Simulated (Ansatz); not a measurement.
Pulling the pair apart

The pair of H$_{2}$O (SMILES O, atoms 1–3) and SbH$_{3}$ (SMILES [SbH3], atoms 4–7), both closed shells, in one local arrangement (a lower one may exist), relaxed at PBE0-D4/def2-TZVP:

O1  (0.540, -0.020, -1.750)
H2  (0.294, 0.872, -2.006)
H3  (0.133, -0.595, -2.403)
Sb4  (-0.250, -0.716, 1.231)
H5  (1.128, 0.283, 1.289)
H6  (-0.593, -0.405, 2.885)
H7  (-1.252, 0.582, 0.754)
(Å)

SbH$_{3}$ is shifted rigidly along the line between the mean atom positions of the two fragments (negative: closer). Counterpoise interaction energies in kcal/mol. Ansatz 0.2.0; basis: def2-TZVPPD; cores frozen in the correlated methods. Filled d shells of the heavier atoms are correlated. Core potentials replace the inner electrons of the atoms past krypton. The def2 sets are not built for correlating such inner shells, so the correlated values are less sure here. B3LYP uses VWN-RPA correlation.

```tsv
shift (Å)	MP2	B3LYP-D4	PBE0-D4
-0.32	-0.29	-0.74	-1.13
-0.16	-1.31	-1.73	-1.94
0.00	-1.76	-2.13	-2.24
0.16	-1.87	-2.19	-2.25
0.38	-1.74	-1.98	-2.03
0.79	-1.25	-1.35	-1.44
1.58	-0.56	-0.51	-0.61
3.16	-0.13	-0.06	-0.10
```

At the largest shift the D4 term itself is slightly repulsive (B3LYP-D4 +1.7 meV): a quirk of that model, not of the functional.

Question: What does CCSD(T) give at these shifts? (An estimate is asked for; the value comes from the calculation.)

Answer: By the calculation: -0.07, -1.16, -1.65, -1.80, -1.70, -1.23, -0.55, -0.13 kcal/mol. For zero shift, CCSD(T) at an estimated basis limit (MP2 extrapolated from triple and quadruple zeta, plus CCSD(T) − MP2 in triple zeta) gives -2.03 kcal/mol. These are counterpoise interaction energies, counted from the two frozen fragments.

No T1 diagnostic of these runs exceeds 0.014.

For scale, one of the runs: CCSD(T)/def2-TZVPPD, 181 basis functions, launched by `ansatz run in.yaml --threads 2 --pin off --events-out ev --progress --plain --max-ram 5222MiB`. Time: 36 s of wall clock on 2 CPU threads of an Intel Xeon; the host was shared. Peak host memory: 2 GiB.
